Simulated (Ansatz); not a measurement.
ClGe2H5O (`[OH][GeH]([Cl])[GeH3]`) at its PBE0-D4/def2-TZVP geometry, where that method's forces vanish. The species carries charge 0 and has multiplicity 1.

```xyz
9

O    -0.6006    1.8002   -1.0654
Ge    0.1223    0.1827   -0.9970
Cl   -1.2533   -1.2009   -1.9451
Ge    0.4190   -0.6060    1.2807
H    -1.4602    1.8444   -0.6392
H     1.3610    0.2854   -1.8950
H    -0.9380   -0.5264    1.9938
H     0.9106   -2.0586    1.2558
H     1.4391    0.2792    2.0115
```

Question: What forces (eV/Å) does ωB97M-V/def2-TZVPP give on these atoms in Ansatz? (Best estimate.)

Answer: Computed: 
```
O1  -0.085  0.030  0.026
Ge2  0.193 -0.082  0.025
Cl3 -0.011  0.000  0.001
Ge4 -0.001 -0.001  0.014
H5   0.033  0.023 -0.022
H6  -0.108 -0.009  0.074
H7   0.101 -0.005 -0.057
H8  -0.040  0.114 -0.002
H9  -0.081 -0.070 -0.059
```
